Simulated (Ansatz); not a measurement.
Stretching the Ge1–H2 bond in ClGeH (SMILES [Cl][GeH]) (multiplicity 1 held, fragments rigid). Energies count from the point at 1.606 Å.
Geometry at that point (charge 0, multiplicity 1):
```
atom    x (Å)    y (Å)    z (Å)
----  -------  -------  -------
Ge     0.5286  -0.1625   0.5049
H      1.6204  -0.3833  -0.6516
Cl    -1.0904   0.3284  -0.9121
```

Signs of static correlation in def2-TZVPP, with CASSCF(2,2), from Ansatz (an electronic-structure program) runs.

| R (Å) | T1 of restricted CCSD | ⟨S²⟩ of UHF | largest double amplitude of restricted CCSD | weight of the CASSCF reference in MRCISD | CASSCF natural occupations |
|---|---|---|---|---|---|
| 1.285 | 0.013 | 0.195 | 0.086 | 0.895 | 1.99 0.01 |
| 1.445 | 0.013 | 0.125 | 0.080 | 0.894 | 1.98 0.02 |
| 1.606 | 0.013 | 0.057 | 0.072 | 0.894 | 1.97 0.03 |
| 1.766 | 0.014 | 0.000 | 0.063 | 0.894 | 1.96 0.04 |
| 1.927 | 0.015 | 0.000 | 0.070 | 0.894 | 1.94 0.06 |
| 2.168 | 0.018 | 0.111 | 0.138 | 0.894 | 1.90 0.10 |
| 2.408 | 0.023 | 0.539 | [?] | 0.894 | 1.85 0.15 |
| 2.810 | 0.039 | 0.845 | [?] | 0.894 | 1.70 0.30 |
| 3.211 | 0.062 | 0.953 | 0.464 | 0.894 | 1.51 0.49 |
| 3.693 | 0.090 | 0.997 | 0.659 | 0.894 | 1.31 0.69 |
| 4.335 | 0.116 | 1.012 | 0.872 | 0.895 | 1.14 0.86 |
| 5.138 | 0.127 | 1.016 | 1.010 | 0.895 | 1.05 0.95 |

Problem. Some entries are withheld; supply them.

Solution. 
- 2.408, largest double amplitude of restricted CCSD: 0.201
- 2.810, largest double amplitude of restricted CCSD: 0.318

Doubts at one or more of the structures used: a restricted determinant that unrestricted orbitals would lower (R-CCSD(T)/def2-TZVPP); other coupled-cluster roots lie near (R-CCSD(T)/def2-TZVPP); T1 above 0.05 (R-CCSD(T)/def2-TZVPP, U-CCSD(T)/def2-TZVPP); a spin-contaminated determinant (U-CCSD(T)/def2-TZVPP).
